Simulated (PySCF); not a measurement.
Ionisation energy of Mo²⁵⁺ by level of theory

Mo²⁵⁺ [Ne] 3s2 3p5 (2P) → Mo²⁶⁺ [Ne] 3s2 3p4 (3P), as a difference of total energies. All numbers are calculated (PySCF 2.14, no relativity, point nucleus, in an uncontracted even-tempered set (17 s from 2.9 bohr⁻², ratio 2.5; 11 p from 3.8 bohr⁻², ratio 2.5; 5 d from 19 bohr⁻², ratio 2.7; 4 f from 28 bohr⁻², ratio 2.7)). Correlated levels: outer shells: 1s2 frozen; virtual orbitals above 40 to 60 times the deepest correlated orbital energy dropped. The calculations carry no spin-orbit coupling.

```tsv
method	ionisation energy (eV)
UHF	1316.3
LDA	1318.5
PBE	1318.5
PBE0	1318.4
r2SCAN	1318.6
M06	1318.6
TPSSh	1318.5
MP2 (outer shells)	1317.2
SCS-MP2 (outer shells)	1317.1
```

Spin-orbit coupling is strong in these open shells (close to jj coupling). The scalar numbers leave it out and a first-order estimate fails, so it can dominate the gap to the real levels.

All relativistic terms are absent from these numbers, so their closeness to the reference says little about the methods.

For comparison: 1319.6 ± 1.4 eV (semi-empirical (NIST evaluation); NIST Atomic Spectra Database, ionization energies).
